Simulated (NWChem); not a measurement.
Species: PbClF, singlet; SMILES [F][Pb][Cl]

All runs: NWChem. Low-valent species are run as closed-shell singlets; no triplet was tried in these runs. Geometry: optimised at PBE0/def2-SVP. def2 effective core potentials on Pb; no spin-orbit coupling. Vertical excitations in the gas phase; the lowest state need not have the same character in each row.

For level PBE/def2-SVP, full TDDFT:

lowest excitation, singlet (eV): 3.46
orbital gap (eV): 3.37

**Question.** How do the values read with level B3LYP/def2-SVP, full TDDFT instead?

**Answer.** 
* **lowest excitation, singlet (eV)**: 3.79
* **orbital gap (eV)**: 4.79
